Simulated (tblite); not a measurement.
Species: C6H7F2 (doublet state).
Structure used (GFN2-xTB), in Å, numbered top down from 1:
```
atom  x, y, z in Å
C1    -0.601    2.225    0.181
C2    -0.595    0.957    0.021
C3    -1.444   -0.065   -0.705
C4    -0.677   -1.202   -0.009
C5     0.305   -0.186    0.580
F6     0.400   -0.203    1.954
C7     1.730   -0.205    0.037
F8     1.722   -0.256   -1.328
H9    -0.093    3.017    0.672
H10   -1.299   -0.032   -1.783
H11   -2.506   -0.003   -0.479
H12   -1.248   -1.704    0.769
H13   -0.222   -1.939   -0.667
H14    2.256   -1.097    0.399
H15    2.267    0.701    0.335
```

Computed values, GFN2-xTB/tblite, gas phase, harmonic and unscaled. Errors from tens to a few hundred cm⁻¹ against measured bands are possible. One conformer, not necessarily the lowest. Open shells enter through the occupations alone, without spin polarisation, and single modes of such species can be off by tens of per cent.

Harmonic wavenumbers (cm⁻¹): 62.3, 78.3, 154.6, 228.1, 246.1, 349.0, 414.2, 440.2, 512.3, 578.7, 652.7, 686.1, 732.3, 790.9, 890.6, 927.6, 998.3, 1034.0, 1039.6, 1059.6, 1071.8, 1138.0, 1168.1, 1189.6, 1204.0, 1227.0, 1253.2, 1309.7, 1430.1, 1433.9, 1454.2, 1782.1, 2931.7, 2959.3, 3005.6, 3017.4, 3027.3, 3035.8, 3237.9.

A = 2395, B = 1928, C = 1778 MHz; mass 117.052 u (most abundant isotopes); point group C1, symmetry number 1; spin multiplicity 2.

Task: Zero-point energy?

Result: ½Σν̃ = 24376 cm⁻¹ = 69.69 kcal/mol.

Task: Entropy at 350 K, 1 bar (ideal gas, RRHO, classical rotation)?

Result: Translation 41.01, rotation 28.54, vibration 24.92, spin (R ln 2) 1.38: S = 95.8 cal/(mol K).

Task: And Cp and H(350 K) − H(0)?

Result: Cp = 36.02 cal/(mol K), of which vibrations give 28.07 (their classical limit is 39 R = 77.5); H(350 K) − H(0) = 7.50 kcal/mol without the zero-point energy, 4.72 from vibrations.

Task: Blend soft modes into free rotors: weight 1/[1 + (100 cm⁻¹/ν̃)⁴] for the oscillator and the rest for a rotor with moment μB/(μ + B), μ = h/(8π²ν), B = 10⁻⁴⁴ kg m². What vibrational entropy results?

Result: 23.11 cal/(mol K) in place of 24.92, which changes −T·S at 350 K by +0.64 kcal/mol.

Task: Which modes carry the vibrational entropy at 350 K?

Result: 62.3 cm⁻¹: 4.70; 78.3 cm⁻¹: 4.25; 154.6 cm⁻¹: 2.92; 228.1 cm⁻¹: 2.19; 246.1 cm⁻¹: 2.05; 349.0 cm⁻¹: 1.43 cal/(mol K); the other 33 give 7.39 together.

Task: What must be added to the electronic energy to get the Gibbs energy at 350 K and 1 bar?

Result: ZPE + [H(350 K) − H(0)] − T·S = 69.69 + 7.50 − 33.55 = 43.64 kcal/mol.

Task: How do the functions run with temperature in this model?

Result: 
```
 T (K)  S (cal/(mol K))  Cp (cal/(mol K))  H − H(0) (kcal/mol)  G − H(0) (kcal/mol)  ln q(vib)
    50             57.4              11.5                 0.47                -2.41       0.31
   100             66.6              15.4                 1.14                -5.52       1.11
298.15             90.4              31.6                 5.75               -21.22       4.76
373.15             98.2              37.9                 8.36               -28.29       6.21
   500            110.6              46.9                13.76               -41.55       8.70
   750            132.1              58.7                27.08               -71.96      13.54
  1000            150.1              66.1                42.76              -107.29      18.10
```

q(vib) and H(0) count from the zero-point level.

Hindered rotation and anharmonicity are outside this model. Other conformers, if any are populated, would add a mixing term that is left out. The structure is chiral; the term R ln 2 for an equal mix with its mirror image is left out.
